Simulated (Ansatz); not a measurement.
`[GaH2][O][SbH2]` + H₂Se → `[GaH2][SeH]` + `[OH][SbH2]` at 298.15 K and 1 bar (ligand exchange at a Ga–O bond).

Computed with Ansatz on PBE0-D4/def2-TZVP structures; ΔE is electronic, products minus reactants. CBS: MP2 limit from def2 TZ/QZ plus the TZ coupled-cluster correction, frozen cores. Elements past krypton have def2 core potentials. For Ga, Sb, Se outer-core shells are correlated without core-valence functions, which leaves a few kJ/mol of doubt a bond. Scalar relativity is left out up to krypton.

```csv
species,CCSD(T)/CBS energy (Eh),H − E (kJ/mol),S (J/(mol·K))
`[GaH2][O][SbH2]`,-2241.53579,98.8,348.6
H₂Se,-2401.89790,45.8,219.1
`[GaH2][SeH]`,-4326.46797,70.5,291.2
`[OH][SbH2]`,-316.98030,82.9,277.2
```

H − E and S are ideal-gas, rigid-rotor, harmonic terms from PBE0-D4/def2-TZVP, for one conformer and one mirror image of each species. 1 Eh = 2625.50 kJ/mol, R = 8.31446 J/(mol·K).

Q: By hand: ΔE, ΔH, ΔS and ΔG.

A: ΔE = (-4326.46797) + (-316.98030) − (-2241.53579) − (-2401.89790) = -0.01458 Eh = -38.3 kJ/mol. Δ(H − E) = 70.5 + 82.9 − 98.8 − 45.8 = 8.8, so ΔH = -29.5 kJ/mol. ΔS = 291.2 + 277.2 − 348.6 − 219.1 = 0.7 J/(mol·K). ΔG = -29.5 − 298.15 × (0.7)/1000 = -29.7 kJ/mol.

Q: By hand: the equilibrium constant, and the temperature at which ΔG would vanish if ΔH and ΔS stayed fixed.

A: log₁₀ K = −ΔG/(RT ln 10) = 5.2. ΔH and −TΔS have one sign here, so there is no such temperature. One of them is within its doubt of zero, so this could turn.

The number of gas molecules stays the same, so ΔS is small and ΔH decides. A doubt of 5 kJ/mol in ΔE shifts log₁₀ K by 0.9 here. Other conformers and mirror images would add mixing entropy, several J/(mol·K) or more a flexible species. Modes under 60 cm⁻¹, often nearly free rotors, make the harmonic entropy too high. These are equilibria of isolated gas molecules and say nothing of rates. Largest T1 diagnostic: 0.016 (customary marks: 0.02 for closed shells, 0.045 for open ones).
